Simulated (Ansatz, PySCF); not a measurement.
This PySCF input computes a B3LYP/def2-TZVPD energy:

```python
from pyscf import gto, scf, dft

mol = gto.M(
    atom='''
    Sb   -0.33499307   -0.17820561    0.48278344
    Cl   -0.34556622    1.85082420   -0.72811364
    Cl    1.35054544   -1.31620737   -0.72023668
    ''',
    basis='def2-tzvpd',
    ecp='def2-tzvp',
    charge=0,
    spin=1,
    verbose=4,
)

mf = dft.UKS(mol, xc='b3lyp').density_fit(auxbasis='def2-universal-jkfit')
mf.grids.level = 3
mf.conv_tol = 1e-9
mf.max_cycle = 100
mf.max_memory = 1500
mf.kernel()
if not mf.converged:
    mf = mf.newton()
    mf.kernel(mf.make_rdm1())
for _ in range(2):
    mo, _, stable, _ = mf.stability(return_status=True)
    if stable:
        break
    mf.kernel(mf.make_rdm1(mo, mf.mo_occ))
mf.analyze()
```

Question: Write an input for the same energy in Ansatz (a first-principles code) and say what it gives.

Answer: 
Ansatz 0.2 input:
```yaml
crystal:
  periodic: [false, false, false]
  atoms:
    - {symbol: Sb, position_ang: [-0.33499307, -0.17820561, 0.48278344]}
    - {symbol: Cl, position_ang: [-0.34556622, 1.85082420, -0.72811364]}
    - {symbol: Cl, position_ang: [1.35054544, -1.31620737, -0.72023668]}
basis:
  gaussian:
    orbitals: def2-TZVPD
hamiltonian:
  xc: {name: B3LYP}
magnetization: {spin_polarized: true, initial_magnetization: 1}
output: {forces: true}
```
It gives -1160.86479 Eh, and PySCF -1160.86482 Eh, a difference of 0.03 mEh, from the treatment of integrals and grids.

It need not be the lowest isomer of its formula.
